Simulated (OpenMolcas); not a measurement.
OpenMolcas run: Nd3+

Input:

```
&GATEWAY
Coord
1

Nd 0.0 0.0 0.0
Basis=ANO-R3
Group=XYZ
NoMove
AngMom=0.0 0.0 0.0
AMFI
&SEWARD
&RASSCF
FileOrb=start.orb
Symmetry=2
Spin=4
nActEl=3 0 0
Inactive=15 12
Ras2=0 7
CIRoot=30 30 1
SDav=35
CIMx=300
Iter=120 100
PrWF=0.3
OrbListing=Nothing
MaxOrb=0
Atom
>>> COPY $Project.JobIph JOB001
&RASSCF
FileOrb=start.orb
Symmetry=2
Spin=2
nActEl=3 0 0
Inactive=15 12
Ras2=0 7
CIRoot=112 112 1
SDav=112
CIMx=300
Iter=120 100
PrWF=0.3
OrbListing=Nothing
MaxOrb=0
Atom
CIOnly
>>> COPY $Project.JobIph JOB002
&RASSI
NrOfJobIphs=2 21 35
1 2 3 4 5 6 7 8 9 10 11 12 13 14 15 16 17 18 19 20 21
1 2 3 4 5 6 7 8 9 10 11 12 13 14 15 16 17 18 19 20 21 22 23 24 25 26 27
28 29 30 31 32 33 34 35
IphNames
JOB001
JOB002
EJob
SpinOrbit
DIPRint=1.0
SOCoupling=1000.0
Subsets=2
MEES
Property=10
'ANGMOM' 1 'ANGMOM' 2 'ANGMOM' 3 'MLTPL  1' 1 'MLTPL  1' 2 'MLTPL  1' 3
'AMFI' 1 'AMFI' 2 'AMFI' 3 'MLTPL  2' 6
SOProperty=3
'ANGMOM' 1 'ANGMOM' 2 'ANGMOM' 3
```

Launched by
```bash
OMP_NUM_THREADS=1 MOLCAS_MEM=2252 MOLCAS_PROJECT=a pymolcas a.inp > a.log  # once for each step of the input, in one work folder
```

A driver script runs the steps one by one and writes start.orb anew before each from the orbitals found so far, so a CI-only block uses the converged orbitals of the first block.

Output, cut to the results:

```
--- SEWARD ---
Basis set label: ND.ANO-R...9S8P5D5F3G1H.

      Electronic valence basis set:
      ------------------
      Associated Effective Charge  60.000000 au
      Associated Actual Charge     60.000000 au
      Nuclear Model: Finite nucleus - Gaussian distribution
        Gaussian exponent, Xi/bohr**(-2):  1.72717E+08

      Shell  nPrim  nBasis  Cartesian Spherical Contaminant
         s      25       9        X
         p      19       8        X
         d      12       5                 X
         f      10       5                 X
         g       5       3                 X
         h       4       1                 X
                  Relativistic X2C integrals
                  Atomic mean-field integrals
--- RASSCF ---
Wave function specifications:
      -----------------------------

      Number of closed shell electrons          54
      Number of electrons in active shells       3
      Max number of holes in RAS1 space          0
      Max nr of electrons in RAS3 space          0
      Number of inactive orbitals               27
      Number of active orbitals                  7
      Number of secondary orbitals              97
      Spin quantum number                      1.5
      State symmetry                             2
Orbital specifications:
      -----------------------

      Symmetry species                           1   2
                                                ag  au
      Frozen orbitals                            0   0
      Inactive orbitals                         15  12
      Active orbitals                            0   7
      RAS1 orbitals                              0   0
      RAS2 orbitals                              0   7
      RAS3 orbitals                              0   0
      Secondary orbitals                        46  51
      Deleted orbitals                           0   0
      Number of basis functions                 61  70
      Number of CSFs                            35
      Number of root(s) required                30
      Iter CI   SX   CI       RASSCF       Energy    max ROT     max BLB   max BLB  Level Ln srch  Step   QN
          iter iter root      energy       change     param      element    value   shift minimum  type update
 Nr of preliminary CI iterations:   1
      Total energies have been shifted. Add                -9000.00 au
        1   1    6    0  -618.37017820    0.00E+00  -2.67E-03   14  33 2  1.24E-03*  0.00   0.00    SX    NO
        2   1   11    0  -618.37018931   -1.11E-05* -1.91E-03   14  27 1  1.71E-03*  0.00   0.00    SX    NO
        3   1   10    0  -618.37018735    1.96E-06*  2.22E-03   14  27 1 -1.62E-03*  0.00   0.00    SX    NO
        4   1   10    0  -618.37018218    5.17E-06*  2.62E-03   14  27 1  1.69E-03*  0.00   0.00    SX    NO
        5   1   11    0  -618.37017060    1.16E-05*  2.33E-03   14  27 1 -1.82E-03*  0.00   0.43    SX   YES
        6   1   10    0  -618.37018748   -1.69E-05* -1.06E-03   14  27 1  8.31E-04*  0.00   0.62    QN   YES
        7   1    9    0  -618.37019749   -1.00E-05* -1.45E-04   14  27 1  1.74E-04*  0.00   0.98    QN   YES
        8   1    9    0  -618.37019751   -1.91E-08*  6.80E-05   14  27 1 -1.68E-04*  0.00   0.53    LS   YES
        9   1    7    0  -618.37019758   -7.23E-08*  8.67E-06   14  27 1 -6.93E-06   0.00   1.00    QN   YES
       10   1    2    0  -618.37019758   -8.64E-10  -1.06E-07   15  17 1  2.21E-07   0.00   1.00    QN   YES
      Convergence after 10 iterations
       11   1    2    0  -618.37019758    1.46E-11  -1.06E-07   14  32 1 -1.72E-07   0.00   1.00    QN   YES
      Natural orbitals and occupation numbers for root  1
      sym 2:   0.223116   0.846796   0.152155   0.750092   0.033544   0.642875   0.351421
      Natural orbitals and occupation numbers for root  2
      sym 2:   0.651535   0.783602   0.144449   0.298335   0.117204   0.693490   0.311385
      Natural orbitals and occupation numbers for root  3
      sym 2:   0.804003   0.146035   0.620479   0.122018   0.281057   0.698137   0.328272
::    RASSCF root number  1 Total energy:  -9618.41933013
::    RASSCF root number  2 Total energy:  -9618.41933013
::    RASSCF root number  3 Total energy:  -9618.41933013
::    RASSCF root number  4 Total energy:  -9618.41933013
::    RASSCF root number  5 Total energy:  -9618.41933013
::    RASSCF root number  6 Total energy:  -9618.41933013
::    RASSCF root number  7 Total energy:  -9618.41933013
...
--- RASSI ---
SPIN-FREE ENERGIES:
  (Shifted by EMIN (a.u.) =      -9618.4193301285)

 SF State       Relative EMIN(au)   Rel lowest level(eV)    D:o, cm**(-1)      L_eff

     1             0.0000000000        0.0000000000              0.0000         6.0
     2             0.0000000000        0.0000000000              0.0000         6.0
     3             0.0000000000        0.0000000000              0.0000         6.0
     4             0.0000000000        0.0000000000              0.0000         6.0
     5             0.0000000000        0.0000000000              0.0000         6.0
     6             0.0000000000        0.0000000000              0.0000         6.0
     7             0.0000000000        0.0000000000              0.0000         6.0
     8             0.0000000000        0.0000000000              0.0000         6.0
     9             0.0000000000        0.0000000000              0.0000         6.0
    10             0.0000000000        0.0000000000              0.0000         6.0
    11             0.0000000000        0.0000000000              0.0000         6.0
    12             0.0000000000        0.0000000000              0.0000         6.0
    13             0.0000000000        0.0000000000              0.0000         6.0
    22             0.0655549269        1.7838404360          14387.6434         5.0
    23             0.0655549269        1.7838404360          14387.6434         5.0
    24             0.0655549269        1.7838404360          14387.6434         5.0
    25             0.0655549269        1.7838404360          14387.6434         5.0
    26             0.0655549269        1.7838404360          14387.6434         5.0
    27             0.0655549269        1.7838404360          14387.6434         5.0
    28             0.0655549269        1.7838404360          14387.6434         5.0
    29             0.0655549269        1.7838404360          14387.6434         5.0
...
```

Levels above the lowest, from the spin-orbit matrix, grouped by J:

```tsv
Configuration	Term	J	E (cm-1)	Measured (cm-1)	g	Term weight %
4f3	4I*	9/2	0.0	0.0	0.731	98
4f3	4I*	11/2	1992	1897	0.966	99
4f3	4I*	13/2	4149	3907	1.107	100
4f3	4I*	15/2	6405	5989	1.199	99
4f3	2H*	9/2	15955	12800	0.954	79
4f3	4F*	3/2	16424	11698	0.399	100
4f3	4F*	5/2	17220	12748	1.029	100
4f3	4F*	7/2	18019	13720	1.213	93
4f3	4S*	3/2	18333	13792	2.002	100
```

Against the 8 measured excited levels shown (the list in Arab et al., J. Quant. Spectrosc. Radiat. Transfer 229, 145 (2019) and Gaigalas et al. (2019), from Wyart et al. (2007)) the mean absolute deviation is 2700 cm-1; the largest miss in energy is 4f3 4F* 3/2: computed 16424, measured 11698 cm-1 (+40.4 %).

High states are left out of the spin-orbit mixing, which shifts the levels that they would mix with. Without dynamic correlation excited terms often stand tens of per cent too high (terms of higher spin than the ground term too low), and those without a measured partner can miss by more than the paired ones. Terms from blocks run as CI alone lack orbitals of their own. Computed and measured levels are paired by configuration, term and J; levels that our copy of the source lacks, or whose pairing is in doubt (as where it misses far off the trend of its configuration), stay unpaired and out of the deviations. Only configurations of the active space appear. The first state left out of the spin-orbit step lies near 23000 cm-1 above the lowest spin-free state of the reference (among the parities and spins computed), and the list stops at four fifths of that energy or lower.

The RASSCF and RASSI steps took 39 s on 1 thread of Arm Neoverse V2, on a shared host; the integral step is not counted.

The term weight is that of the spin-free term in the level, not the purity of its configuration. * marks odd parity.
